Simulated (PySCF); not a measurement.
Isomers of C4H15NSi2.

All values: PBE0/pcSseg-1 (PySCF) at GFN2-xTB geometries, gas phase, one conformer each.

Question: Rank by dipole moment, highest first.
A. `[CH3:1][NH:2][C:3]([CH3:4])([CH3:5])[SiH2:6][SiH3:7]` with C1–N2–C3–C4 -171°, N2–C3–Si6–Si7 -45°
B. `[CH3:1][N:2]([CH3:3])[CH2:4][CH:5]([SiH3:6])[SiH3:7]` with C1–N2–C4–C5 -152°, N2–C4–C5–Si6 34°
C. `[CH3:1][SiH2:2][SiH2:3][NH:4][CH:5]([CH3:6])[CH3:7]` with C1–Si2–Si3–N4 -160°, Si2–Si3–N4–C5 -51°, Si3–N4–C5–C6 -86°
D. `[CH3:1][C:2]([CH3:3])([CH3:4])[NH:5][SiH2:6][SiH3:7]` with C2–N5–Si6–Si7 171°
E. `[CH3:1][SiH2:2][NH:3][SiH2:4][CH:5]([CH3:6])[CH3:7]` with C1–Si2–N3–Si4 -46°, Si2–N3–Si4–C5 178°, N3–Si4–C5–C6 -65°

Answer: B (2.27 D), D (1.35 D), E (0.79 D), C (0.60 D), A (0.15 D).

Question: Rank by HOMO energy, highest first.
A. `[CH3:1][SiH2:2][NH:3][SiH2:4][CH:5]([CH3:6])[CH3:7]` with C1–Si2–N3–Si4 -46°, Si2–N3–Si4–C5 178°, N3–Si4–C5–C6 -65°
B. `[CH3:1][SiH2:2][SiH2:3][NH:4][CH:5]([CH3:6])[CH3:7]` with C1–Si2–Si3–N4 -160°, Si2–Si3–N4–C5 -51°, Si3–N4–C5–C6 -86°
C. `[CH3:1][NH:2][C:3]([CH3:4])([CH3:5])[SiH2:6][SiH3:7]` with C1–N2–C3–C4 -171°, N2–C3–Si6–Si7 -45°

Answer: C (-6.18 eV), B (-6.56 eV), A (-7.15 eV).

Question: Rank by the highest IAO charge on any atom, lowest value first.
A. `[CH3:1][NH:2][C:3]([CH3:4])([CH3:5])[SiH2:6][SiH3:7]` with C1–N2–C3–C4 -171°, N2–C3–Si6–Si7 -45°
B. `[CH3:1][SiH2:2][NH:3][SiH2:4][CH:5]([CH3:6])[CH3:7]` with C1–Si2–N3–Si4 -46°, Si2–N3–Si4–C5 178°, N3–Si4–C5–C6 -65°
C. `[CH3:1][C:2]([CH3:3])([CH3:4])[NH:5][SiH2:6][SiH3:7]` with C2–N5–Si6–Si7 171°

Answer: A (+0.374 e), C (+0.594 e), B (+0.906 e).

All values together:

| SMILES | μ (D) | HOMO (eV) | LUMO (eV) | lowest IAO charge (e) | highest IAO charge (e) | lowest Hirshfeld charge (e) | highest Hirshfeld charge (e) |
| --- | --- | --- | --- | --- | --- | --- | --- |
| C[SiH2]N[SiH2]C(C)C | 0.79 | -7.15 | 0.68 | -0.942 (N) | +0.906 (Si) | -0.332 (N) | +0.377 (Si) |
| C[SiH2][SiH2]NC(C)C | 0.60 | -6.56 | -0.14 | -0.698 (C) | +0.594 (Si) | -0.241 (N) | +0.272 (Si) |
| CNC(C)(C)[SiH2][SiH3] | 0.15 | -6.18 | -0.15 | -0.416 (C) | +0.374 (Si) | -0.157 (N) | +0.221 (Si) |
| CN(C)CC([SiH3])[SiH3] | 2.27 | -6.62 | 0.69 | -0.654 (C) | +0.600 (Si) | -0.198 (C) | +0.305 (Si) |
| CC(C)(C)N[SiH2][SiH3] | 1.35 | -6.67 | 0.04 | -0.673 (N) | +0.594 (Si) | -0.237 (N) | +0.272 (Si) |

Conformers: `[CH3:1][SiH2:2][NH:3][SiH2:4][CH:5]([CH3:6])[CH3:7]` with C1–Si2–N3–Si4 -46°, Si2–N3–Si4–C5 178°, N3–Si4–C5–C6 -65°; `[CH3:1][SiH2:2][SiH2:3][NH:4][CH:5]([CH3:6])[CH3:7]` with C1–Si2–Si3–N4 -160°, Si2–Si3–N4–C5 -51°, Si3–N4–C5–C6 -86°; `[CH3:1][NH:2][C:3]([CH3:4])([CH3:5])[SiH2:6][SiH3:7]` with C1–N2–C3–C4 -171°, N2–C3–Si6–Si7 -45°; `[CH3:1][N:2]([CH3:3])[CH2:4][CH:5]([SiH3:6])[SiH3:7]` with C1–N2–C4–C5 -152°, N2–C4–C5–Si6 34°; `[CH3:1][C:2]([CH3:3])([CH3:4])[NH:5][SiH2:6][SiH3:7]` with C2–N5–Si6–Si7 171°.
